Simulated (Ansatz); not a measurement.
`CC/C=C\Br` + HBr → `Br/C=C\Br` + `CC` at 600 K and 1 bar (substitution at a C–C bond).

Program: Ansatz. Geometries: PBE0-D4/def2-TZVP. ΔE: electronic, gas phase. CCSD(T)/CBS adds triple-zeta CCSD(T) − MP2 to the extrapolated MP2 energy (def2 sets, frozen cores). This one scheme is used for every species. Double bonds are as drawn, so ΔE can hold a change between cis and trans. For Br outer-core shells are correlated without core-valence functions, which leaves a few kJ/mol of doubt a bond. Scalar relativity is left out up to krypton. Each species was taken in one conformer, which may not be the lowest.

| species | CCSD(T)/CBS energy (Eh) | H − E (kJ/mol) | S (J/(mol·K)) |
| --- | --- | --- | --- |
| `CC/C=C\Br` | -2729.72518 | 319.1 | 432.4 |
| HBr | -2573.91920 | 33.5 | 219.1 |
| `Br/C=C\Br` | -5223.91292 | 126.2 | 368.3 |
| `CC` | -79.71954 | 228.8 | 274.9 |

H − E and S are ideal-gas, rigid-rotor, harmonic terms from PBE0-D4/def2-TZVP, for one conformer and one mirror image of each species. 1 Eh = 2625.50 kJ/mol, R = 8.31446 J/(mol·K).

Question: By hand: ΔE, ΔH, ΔS and ΔG.

Answer: ΔE = (-5223.91292) + (-79.71954) − (-2729.72518) − (-2573.91920) = 0.01192 Eh = 31.3 kJ/mol. Δ(H − E) = 126.2 + 228.8 − 319.1 − 33.5 = 2.4, so ΔH = 33.7 kJ/mol. ΔS = 368.3 + 274.9 − 432.4 − 219.1 = -8.3 J/(mol·K). ΔG = 33.7 − 600 × (-8.3)/1000 = 38.7 kJ/mol.

Question: By hand: the equilibrium constant, and the temperature at which ΔG would vanish if ΔH and ΔS stayed fixed.

Answer: log₁₀ K = −ΔG/(RT ln 10) = -3.4. ΔH and −TΔS have one sign here, so there is no such temperature.

The number of gas molecules stays the same, so ΔS is small and ΔH decides. A doubt of 5 kJ/mol in ΔE shifts log₁₀ K by 0.4 here. Other conformers and mirror images would add mixing entropy, several J/(mol·K) or more a flexible species. Modes under 60 cm⁻¹, often nearly free rotors, make the harmonic entropy too high. These are equilibria of isolated gas molecules and say nothing of rates. Largest T1 diagnostic: 0.009 (customary marks: 0.02 for closed shells, 0.045 for open ones).

ΔS is within the doubt of such terms, so its sign, and with it that verdict, could turn.
